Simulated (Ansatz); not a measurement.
Reaction (ligand exchange at the Si–C bond): `OC(O)[SiH2][SiH3]` + HI → `[SiH3][SiH2]I` + `OCO`

Calculated with Ansatz (gas phase, PBE0-D4/def2-TZVP geometries, no zero-point term in ΔE). CCSD(T)/CBS is the MP2 limit (def2-TZVPP, def2-QZVPP) plus CCSD(T) − MP2 in def2-TZVPP, frozen cores. This one scheme is used for every species. Elements past krypton have def2 core potentials. For I outer-core shells are correlated without core-valence functions, which leaves a few kJ/mol of doubt a bond. One conformer a species, not always the lowest.

```tsv
species	CCSD(T)/CBS(def2) energy (Eh)
`OC(O)[SiH2][SiH3]`	-771.34538
HI	-298.03592
`[SiH3][SiH2]I`	-878.63094
`OCO`	-190.79619
```

(1) Work out ΔE.

Largest T1 diagnostic among the species: 0.013.

Results:

(1) ΔE = (-878.63094) + (-190.79619) − (-771.34538) − (-298.03592) = -0.04583 Eh = -28.8 kcal/mol.

In def2-TZVPP, CCSD(T) changes the Hartree–Fock value by +4.9 kcal/mol (the triples alone add +0.5 kcal/mol) and MP2 by +2.3 kcal/mol. From PBE to PBE0 (25 % exact exchange), in def2-TZVPP and without D4, ΔE moves by −1.7 kcal/mol.
